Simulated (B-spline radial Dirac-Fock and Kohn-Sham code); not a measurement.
## The N5-O23O23 Auger spectrum of Tb

System: neutral terbium in the configuration [Xe] 4f9 6s1 6p1 (an excited configuration).

The run's input, task.json:

```json
{"items": [{
  "Z": 65,
  "q": 0,
  "cfg": [[1, 0, 2], [2, 0, 2], [2, 1, 6], [3, 0, 2], [3, 1, 6], [3, 2, 10], [4, 0, 2], [4, 1, 6], [4, 2, 10], [4, 3, 9], [5, 0, 2], [5, 1, 6], [6, 0, 1], [6, 1, 1]],
  "A": 159,
  "rrms": 5.06,
  "do": ["binding", "quiet", "double"]
}]}
```

Launch: `python xray_run.py task.json out`

Calculated with a radial finite-basis atomic code, using Dirac-Fock energy differences between relaxed states, corrected for Breit and QED terms. The two-hole levels come from diagonalising the Coulomb interaction among the jj configurations; intensities are independent-particle Coulomb rates. Kinetic energies are from the vacuum level. No correlation. Open outer shells are spectators and are not coupled to the holes.

```csv
kinetic energy (eV),J,leading jj holes (weight),leading LS term (weight),intensity (%)
78.69,0,O2O2 (0.92),¹S0 (0.62),9.7
84.27,2,O2O3 (0.97),¹D2 (0.82),71.3
85.86,1,O2O3 (1.00),³P1 (1.00),0.9
87.74,0,O3O3 (0.92),³P0 (0.62),3.3
89.94,2,O3O3 (0.97),³P2 (0.82),14.7
```

The strongest line, by its leading LS label ¹D2, lies at 84.27 eV. The mean weight of the leading component is 0.95 in jj and 0.78 in LS coupling, so jj labels describe these levels better.
